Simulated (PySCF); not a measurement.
C4H14Si2, SMILES C[Si]([SiH2]C)(C)C (GFN2-xTB optimised geometry):

```
20

C     -0.910    -2.500    -1.663
Si    -1.200    -0.627    -1.837
Si    -0.333     0.518     0.000
C      1.581     0.518     0.000
C     -0.897    -0.260     1.656
C     -0.902     2.343     0.000
H     -1.398    -2.891    -0.775
H      0.149    -2.728    -1.581
H     -1.297    -3.047    -2.517
H     -0.595    -0.218    -3.116
H     -2.649    -0.434    -2.016
H      1.974     0.983    -0.900
H      1.977    -0.492     0.044
H      1.985     1.062     0.850
H     -0.499     0.280     2.512
H     -0.567    -1.291     1.741
H     -1.980    -0.256     1.744
H     -1.985     2.418     0.041
H     -0.575     2.855    -0.900
H     -0.504     2.891     0.849
```

Calculation: PySCF 2.14.0 with CAM-B3LYP/def2-SVP.

### Question
What are the frontier orbital energies and the dipole moment?

### Answer
HOMO-2 -9.76 eV, HOMO-1 -9.73 eV, HOMO -8.82 eV, LUMO 1.67 eV, LUMO+1 2.04 eV; dipole moment 0.76 D.

Meta-Löwdin charges at CAM-B3LYP/def2-SVP: C1 -0.52, Si2 0.38, Si3 0.68, C4 -0.53, C5 -0.53, C6 -0.53, H7 0.11, H8 0.11, H9 0.11, H10 -0.11, H11 -0.11, H12 0.11, H13 0.10, H14 0.11, H15 0.11, H16 0.10, H17 0.11, H18 0.11, H19 0.11, H20 0.11.
